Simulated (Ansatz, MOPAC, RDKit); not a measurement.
Species: CH7NSi (charge 0, singlet). SMILES: CN[SiH3]

Atoms: C1, N2, Si3, H4, H5, H6, H7, H8, H9, H10. Bonds: C1-N2, C1-H4, C1-H5, C1-H6, N2-Si3, N2-H7, Si3-H8, Si3-H9, Si3-H10.

Bond lengths (Å) and angles (degrees) optimised at MMFF94 with RDKit; AM1 with MOPAC; PM7 with MOPAC; B3LYP/LANL2DZ with Ansatz (a first-principles code); B3LYP/6-31G* with Ansatz; MP2/6-31G* with Ansatz, each started from the B3LYP-D3(BJ)/def2-TZVP structure (Ansatz) of the last column. A row stands for all coordinates that are equal there; 13 of 23 kinds are shown. 6-31G* holds six Cartesian d functions. No wavenumbers were computed at MMFF94, B3LYP/LANL2DZ, MP2/6-31G*, so these may be saddle points.

```tsv
coordinate	MMFF94	AM1	PM7	B3LYP/LANL2DZ	B3LYP/6-31G*	MP2/6-31G*	B3LYP-D3(BJ)/def2-TZVP
C1-N2	1.454	1.413	1.477	1.471	1.459	1.460	1.456
C1-H4	1.096	1.128	1.105	1.103	1.102	1.099	1.097
C1-H5	1.095	1.124 to 1.127	1.107	1.099	1.096	1.094	1.092
N2-Si3	1.701	1.701	1.787	1.748	1.733	1.735	1.719
N2-H7	1.017	0.984	1.025	1.013	1.013	1.014	1.008
Si3-H8	1.479	1.468	1.459	1.496	1.498	1.495	1.491
Si3-H9	1.479	1.467	1.456	1.491	1.489	1.486	1.483
Si3-H10	1.479	1.466	1.456	1.485	1.487	1.485	1.481
C1-N2-Si3	124.4	121.2	120.4	124.8	123.8	122.3	123.4
N2-C1-H4	111.6	111.8	114.9	113.2	114.0	113.9	113.6
N2-C1-H5	111.5	110.1	111.5	110.1	109.4	109.0	109.4
N2-C1-H6	109.6	111.5	108.5	110.7	110.5	110.2	110.7
C1-N2-H7	108.8	114.6	110.2	114.7	113.0	112.9	113.5
```

A range marks coordinates that this level makes unequal.

Mean signed difference of all 9 bond lengths from B3LYP-D3(BJ)/def2-TZVP: MMFF94 -0.003 Å, AM1 -0.005 Å, PM7 0.006 Å, B3LYP/LANL2DZ 0.009 Å, B3LYP/6-31G* 0.006 Å, MP2/6-31G* 0.005 Å.
